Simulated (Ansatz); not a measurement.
Cost and result for the atomization energy of `NC([SiH3])[SiH3]` (13 atoms, 12 bonds).

Z-matrix (Å, degrees):
```
C
Si 1 1.888
Si 1 1.883 2 113.5
N 1 1.473 2 113.1 3 -124.3
H 1 1.098 2 107.9 3 115.9
H 2 1.490 1 109.1 3 59.3
H 2 1.489 1 113.0 3 -62.1
H 2 1.491 1 108.7 3 176.8
H 3 1.489 1 108.7 2 -70.6
H 3 1.488 1 110.0 2 48.2
H 3 1.485 1 111.1 2 169.6
H 4 1.013 1 110.7 2 64.4
H 4 1.014 1 111.2 2 -54.3
```

Total charge 0; spin multiplicity 1. Geometry: relaxed with PBE0-D4/def2-TZVP. It is one conformer, not always the lowest. Program: Ansatz. All runs use 4 threads of an Intel Xeon 6975P-C on a shared host. Times are those of one run each, without the atoms' runs, and a repeat can differ threefold. Electronic energies, without spin–orbit coupling; frozen cores. CCSD(T)/CBS adds CCSD(T) − MP2 in def2-TZVPP to the MP2 limit, and its time is that of the two runs behind it. T1 = 0.011.

CCSD(T)/CBS is a level of theory with its own doubt, some kJ/mol a heavy atom from the limit and from the frozen cores, so smaller differences don't rank the functionals.

```csv
level,functions,wall time
LDA (SPW92)/def2-TZVPP,272,0.8 s
PBE-D4/def2-TZVPP (with forces),272,1.4 s
PBE0-D4/def2-TZVPP,272,1.6 s
BHLYP-D4/def2-TZVPP,272,1.7 s
CCSD(T)/def2-SVP,109,1.9 s
r2SCAN-D4/def2-TZVPP (with forces),272,2.4 s
B2PLYP/def2-TZVPP,272,3 s
PBE-QIDH/def2-TZVPP,272,3.2 s
B97M-V/def2-TZVPP,272,3.6 s
ωB97X-V/def2-TZVPP,272,3.9 s
MP2/def2-QZVPP,524,14 s
CCSD(T)/def2-TZVPP,272,35 s
CCSD(T)/CBS(def2),–,49 s
```

Problem. What atomization energy does each give, and how far from CCSD(T)/CBS? (An estimate is asked.)

Solution. Ansatz gave: 
```
                             level  atomization (kJ/mol)  difference from CCSD(T)/CBS  per bond
            LDA (SPW92)/def2-TZVPP                4673.2                        493.5      41.1
   PBE-D4/def2-TZVPP (with forces)                4181.6                          1.9       0.2
                PBE0-D4/def2-TZVPP                4145.9                        -33.8      -2.8
               BHLYP-D4/def2-TZVPP                4110.1                        -69.6      -5.8
                  CCSD(T)/def2-SVP                3911.9                       -267.8     -22.3
r2SCAN-D4/def2-TZVPP (with forces)                4160.1                        -19.6      -1.6
                 B2PLYP/def2-TZVPP                4121.6                        -58.1      -4.8
               PBE-QIDH/def2-TZVPP                4121.0                        -58.7      -4.9
                 B97M-V/def2-TZVPP                4180.3                          0.6       0.0
                ωB97X-V/def2-TZVPP                4206.4                         26.7       2.2
                    MP2/def2-QZVPP                4124.5                        -55.2      -4.6
                CCSD(T)/def2-TZVPP                4068.3                       -111.4      -9.3
                 CCSD(T)/CBS(def2)                4179.7                          0.0       0.0
```

From PBE to PBE0 (25 % exact exchange), in def2-TZVPP and without D4, the atomization energy moves by −31.5 kJ/mol: exact exchange takes away binding that semilocal exchange gives to molecules. In def2-TZVPP, CCSD(T) changes the Hartree–Fock value by +1007.1 kJ/mol (the triples alone add +45.0 kJ/mol) and MP2 by +996.8 kJ/mol; breaking electron pairs costs correlation energy, which Hartree–Fock lacks. At CCSD(T), def2-SVP lies −267.8 kJ/mol from the extrapolated value and def2-TZVPP −111.4 kJ/mol: correlation converges slowly with the basis, and small sets miss more of it in the bonded molecule than in its fragments.
